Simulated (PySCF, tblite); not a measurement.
Isomers of C5H9FSi, one GFN2-xTB conformer each. Single-point energies are computed at PBE0/pcSseg-1 (PySCF, gas phase, no added dispersion term), electronic only.

| SMILES | GFN2-xTB relative energy (kcal/mol) |
| --- | --- |
| FCCCC#C[SiH3] | 44.4 |
| C=C/C=C(/C)[SiH2]F | 0.0 |
| CCC1=C[C@@H](F)[SiH2]1 | 44.0 |

Conformers: `[F:1][CH2:2][CH2:3][CH2:4][C:5]#[C:6][SiH3:7]` with F1–C2–C3–C4 -68°, C2–C3–C4–C5 -67°; `[CH2:1]=[CH:2]/[CH:3]=[C:4](/[CH3:5])[SiH2:6][F:7]` with C1–C2–C3–C4 179°, C3–C4–Si6–F7 -177°; `[CH3:1][CH2:2][C:3]1=[CH:4][C@@H:5]([F:6])[SiH2:7]1` with C1–C2–C3–C4 129°.

Problem. What does PBE0/pcSseg-1 give for the same structures?

Solution. 
```csv
SMILES,PBE0/pcSseg-1 E (Eh),PBE0/pcSseg-1 (kcal/mol),GFN2-xTB (kcal/mol),point group
C=C/C=C(/C)[SiH2]F,-584.79751,0.0,0.0,near Cs
CCC1=C[C@@H](F)[SiH2]1,-584.73135,41.5,44.0,C1
FCCCC#C[SiH3],-584.71765,50.1,44.4,C1
```

Both levels put the same isomer lowest; measured from each level's own lowest isomer, the values differ by up to 5.7 kcal/mol (FCCCC#C[SiH3]: 44.4 against 50.1). As drawn, the lowest has an Si–F bond and a C=C bond outside aromatic rings, which the highest lacks; the highest has a C≡C bond, which the lowest lacks.

Problem. Which frontier levels, dipoles and rotational constants go with these structures?

Solution. 
```json
{"SMILES": "C=C/C=C(/C)[SiH2]F", "HOMO (eV, PBE0/pcSseg-1)": "-6.82", "LUMO (eV)": "-1.22", "dipole (D)": "1.86", "A, B, C (MHz)": "4116, 1154, 916.7"}
{"SMILES": "CCC1=C[C@@H](F)[SiH2]1", "HOMO (eV, PBE0/pcSseg-1)": "-7.57", "LUMO (eV)": "-0.27", "dipole (D)": "2.38", "A, B, C (MHz)": "4616, 1273, 1078"}
{"SMILES": "FCCCC#C[SiH3]", "HOMO (eV, PBE0/pcSseg-1)": "-7.76", "LUMO (eV)": "0.24", "dipole (D)": "1.60", "A, B, C (MHz)": "4617, 757.9, 704.4"}
```

Problem. What happens when harmonic zero-point energies from GFN2-xTB frequencies are added?

Solution. 
| SMILES | ZPE (kcal/mol) | electronic (kcal/mol) | with ZPE (kcal/mol) |
| --- | --- | --- | --- |
| C=C/C=C(/C)[SiH2]F | 75.4 | 0.0 | 0.0 |
| CCC1=C[C@@H](F)[SiH2]1 | 76.3 | 41.5 | 42.4 |
| FCCCC#C[SiH3] | 74.2 | 50.1 | 48.8 |

The zero-point energies span 2.1 kcal/mol. The order is unchanged.
